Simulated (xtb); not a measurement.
Ga(Me)(PH2)2 (CH7GaP2), SMILES [CH3][Ga]([PH2])[PH2]. All values are semi-empirical tight-binding results from xtb (GFN2-xTB unless named), good for trends rather than for accurate numbers. Coordinates come from a GFN2-xTB optimisation. The structure was generated by enumeration; whether it is a known compound was not checked. Other conformers were not sampled.

Optimised geometry:

Bonds (Å): Ga1–C2 2.064, Ga1–P6 2.378, Ga1–P9 2.379, C2–H3 1.096, C2–H4 1.094, C2–H5 1.095, P6–H7 1.398, P6–H8 1.400, P9–H10 1.400, P9–H11 1.397. Bond angles (°): C2–Ga1–P6 118.6, C2–Ga1–P9 118.9, P6–Ga1–P9 122.4, Ga1–C2–H3 110.9, Ga1–C2–H4 111.1, Ga1–C2–H5 111.1, H3–C2–H4 107.7, H3–C2–H5 107.6, H4–C2–H5 108.3, Ga1–P6–H7 89.6, Ga1–P6–H8 91.1, H7–P6–H8 91.8, Ga1–P9–H10 90.8, Ga1–P9–H11 89.8, H10–P9–H11 91.7.

For metal compounds this method's bond lengths and energies can be far off.

Computed properties:
| Item | Value |
|---|---|
| orbital gap | 3.15 eV |
| zero-point energy | 41.3 kcal/mol |
| G − E(el) at 298.15 K (modified RRHO) | 18.6 kcal/mol |

Computed atomic charges and the Wiberg bond orders between heavy atoms:
charges (e) Ga1 -0.01, C2 -0.17, H3 0.05, H4 0.05, H5 0.05, P6 -0.11, H7 0.06, H8 0.06, P9 -0.12, H10 0.06, H11 0.07. Bond orders Ga1–C2 0.88, Ga1–P6 0.97, Ga1–P9 0.96.
